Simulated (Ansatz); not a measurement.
CH$_{7}$ClOSi$_{2}$ (`C[SiH2]O[SiH2]Cl`), relaxed with RKS PBE0-D4/def2-TZVP in Ansatz from a PBE-D4/def2-SVP geometry. The force threshold is 0.005 eV/Å; the program also tests the step.

Total charge 0; spin multiplicity 1.

Start:

```xyz
12

C    -1.290    0.585   -1.187
Si   -0.287    1.209    0.271
O     1.076    0.234    0.520
Si    1.449   -1.342    0.868
Cl    0.623   -2.614   -0.569
H    -1.647   -0.449   -1.009
H    -2.172    1.237   -1.355
H    -0.680    0.580   -2.113
H    -1.119    1.203    1.528
H     0.231    2.597    0.026
H     2.938   -1.492    0.825
H     0.878   -1.748    2.196
```

How much energy does the relaxation release, and in how many steps? (An estimate is asked.)

The calculation gave: 9.81 kJ/mol, in 27 steps.

Which bonds change most? (Best estimate.)

Ansatz gave: Si2–O3 from 1.694 to 1.650 Å; O3–Si4 from 1.657 to 1.616 Å; Si4–Cl5 from 2.090 to 2.058 Å; Si4–H12 from 1.501 to 1.479 Å.

Give the relaxed structure. (Best estimate.)

Computed: 
```xyz
12

C    -1.231    0.692   -1.306
Si   -0.367    1.097    0.286
O     0.962    0.139    0.483
Si    1.482   -1.331    0.905
Cl    0.318   -2.780    0.020
H    -1.578   -0.344   -1.306
H    -2.099    1.344   -1.443
H    -0.563    0.830   -2.159
H    -1.279    0.894    1.445
H     0.119    2.500    0.292
H     2.864   -1.510    0.418
H     1.373   -1.531    2.366
```
